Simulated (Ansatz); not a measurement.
Computed with frozen-core CCSD(T)/cc-pVTZ // B3LYP-D3(BJ)/def2-TZVP (Ansatz, a program for electronic structure). The geometry is that of the parent before the electron was removed. Warnings of the run: other_roots.

Ansatz 0.2 input:
```yaml
crystal:
  periodic: [false, false, false]
  atoms:
    - { symbol: C, position_ang: [-1.195969, -0.643668, 0.23909] }
    - { symbol: B, position_ang: [0.18074, 0.098195, -0.018136] }
    - { symbol: N, position_ang: [1.384679, -0.649591, -0.076087] }
    - { symbol: N, position_ang: [0.198279, 1.502637, -0.216327] }
    - { symbol: H, position_ang: [-1.649832, -0.94186, -0.711637] }
    - { symbol: H, position_ang: [-1.923337, -0.009499, 0.751899] }
    - { symbol: H, position_ang: [-1.077046, -1.553317, 0.832561] }
    - { symbol: H, position_ang: [1.403909, -1.643481, 0.06265] }
    - { symbol: H, position_ang: [2.289137, -0.254741, -0.268] }
    - { symbol: H, position_ang: [1.025992, 2.03669, -0.417484] }
    - { symbol: H, position_ang: [-0.636552, 2.058634, -0.178529] }
basis:
  gaussian: { orbitals: cc-pVTZ }
correlation:
  method: ccsd_t
total_charge: 1
magnetization:
  spin_polarized: true
  initial_magnetization: 1
```

Output:

```
Functional definition: HF
1234 factors; integrals over basis functions are off by at most 1.3e-3 eV
mean field evaluation 1: about -4766.7564 eV, gradient 3.5e1 eV
mean field evaluation 2: about -4766.7580 eV, gradient 3.5e1 eV
mean field evaluation 4: about -4772.5518 eV, gradient 2.9e0 eV
mean field evaluation 8: about -4772.7081 eV, gradient 2.2e-1 eV
mean field evaluation 16: about -4772.7091 eV, gradient 2.6e-3 eV
mean field evaluation 32: about -4771.6498 eV, gradient 1.4e1 eV
mean field evaluation 64: about -4772.7108 eV, gradient 7.0e-2 eV
mean field evaluation 96: about -4770.3248 eV, gradient 2.1e-2 eV
mean field evaluation 128: about -4768.4986 eV, gradient 1.3e0 eV
mean field evaluation 160: about -4770.1743 eV, gradient 3.4e0 eV
mean field evaluation 192: about -4770.0960 eV, gradient 1.0e-2 eV
mean field evaluation 224: about -4770.0958 eV, gradient 8.8e-2 eV
mean field -4772.71157436 eV, -175.3939152975 hartree, gradient 1.1e-6 eV, S^2 0.855040; 7 other end points of the search recorded, 0 dependent functions left out
determinant -4772.71157436 eV, -175.3939152975 hartree, with singles and doubles -4792.26568946 eV, -176.1125157732 hartree
determinant -4772.71090426 eV, -175.3938906720 hartree, with singles and doubles -4792.26741060 eV, -176.1125790241 hartree
determinant -4772.70906155 eV, -175.3938229537 hartree, with singles and doubles -4792.30052186 eV, -176.1137958405 hartree
determinant -4770.32485563 eV, -175.3062050022 hartree, with singles and doubles -4789.72084507 eV, -176.0189944670 hartree
determinant -4770.09604898 eV, -175.2977965127 hartree, with singles and doubles -4790.09577122 eV, -176.0327727488 hartree
determinant -4772.71157436 eV, -175.3939152975 hartree, with singles and doubles -4792.05349459 eV, -176.1047177558 hartree
determinant -4772.71090426 eV, -175.3938906720 hartree, with singles and doubles -4792.05489046 eV, -176.1047690531 hartree
determinant -4772.70906155 eV, -175.3938229537 hartree, with singles and doubles -4792.08363814 eV, -176.1058255108 hartree
determinant -4772.71157436 eV, -175.3939152975 hartree, with singles and doubles -4792.07799256 eV, -176.1056180395 hartree
determinant -4772.71090426 eV, -175.3938906720 hartree, with singles and doubles -4792.07835707 eV, -176.1056314350 hartree
determinant -4772.70906155 eV, -175.3938229537 hartree, with singles and doubles -4792.08490715 eV, -176.1058721460 hartree
4 core orbitals not correlated
reference -4772.70906155 eV, -175.3938229537 hartree; 12, 11 occupied and 202, 203 virtual orbitals, 1234 factors
second order -18.11999977 eV of doubles, -0.00000000 eV of singles
cycle   1  -18.72548196 eV  change   -8.4e-1 eV  update   9.4e-2
cycle   2  -19.25397968 eV  change   -5.3e-1 eV  update   3.6e-2
cycle   3  -19.37965060 eV  change   -1.3e-1 eV  update   2.2e-2
cycle   4  -19.37281653 eV  change    6.8e-3 eV  update   8.9e-3
cycle   5  -19.37457659 eV  change   -1.8e-3 eV  update   2.8e-3
cycle   6  -19.37551847 eV  change   -9.4e-4 eV  update   1.0e-3
cycle   7  -19.37566455 eV  change   -1.5e-4 eV  update   4.5e-4
cycle   8  -19.37582832 eV  change   -1.6e-4 eV  update   2.6e-4
cycle   9  -19.37584791 eV  change   -2.0e-5 eV  update   1.9e-4
cycle  10  -19.37581803 eV  change    3.0e-5 eV  update   1.3e-4
cycle  11  -19.37587845 eV  change   -6.0e-5 eV  update   6.1e-5
cycle  12  -19.37584344 eV  change    3.5e-5 eV  update   2.0e-5
cycle  13  -19.37584560 eV  change   -2.2e-6 eV  update   5.3e-6
perturbative correction -0.76208994 eV, -0.0280062887 hartree
WARN: these amplitudes may be one of several solutions (largest doubles amplitude 0.09, level shift 0.62 eV)
Total energy: -4792.84699710 eV, -176.1338784349 hartree
```

Cost: about 2.8 core-hours (a rough figure).
